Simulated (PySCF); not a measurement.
## C₆ coefficients of unlike pairs at CAM-B3LYP

Calculated with PySCF 2.14 from the dipole response of each species, C₆(A,B) = (3/π) ∫ α_A(iu) α_B(iu) du, in atomic units, from isotropic polarisabilities. For ions this is the dispersion term alone; charge-induced terms of lower order in 1/R come first.

```tsv
species	configuration	basis	relativity	α (bohr³)	C₆ (like pair)
As³⁺	[Ar] 3d10 4s2 (1S)	x2c-QZVPPall with one added diffuse shell each of s, p, d, f type (12s9p6d5f1g)	spin-free X2C	6.771	21.19
Be⁺	[He] 2s1 (2S)	dyall-acv3z (15s9p4d2f)	none	21.80	57.79
Tc	[Kr] 4d5 5s2 (6S)	x2c-TZVPPall with one added diffuse shell each of s, p, d, f type (9s7p7d3f1g)	spin-free X2C	81.17	925.4
Ga³⁺	[Ar] 3d10 (1S)	aug-cc-pVTZ-DK (7s6p4d2f)	spin-free X2C	1.033	1.165
```

Estimate C₆ for Tc with Be⁺.

The integral gives 229.3. The combination rule 2 C_A C_B / (C_A α_B/α_A + C_B α_A/α_B) gives 230.7 and the geometric mean 231.3.

No spin-orbit coupling is included.

The other pairs:

```csv
pair,C₆
"Ga³⁺, As³⁺",4.656
"Ga³⁺, Tc",23.64
"Tc, As³⁺",124.4
"Be⁺, As³⁺",28.78
"Ga³⁺, Be⁺",5.148
```
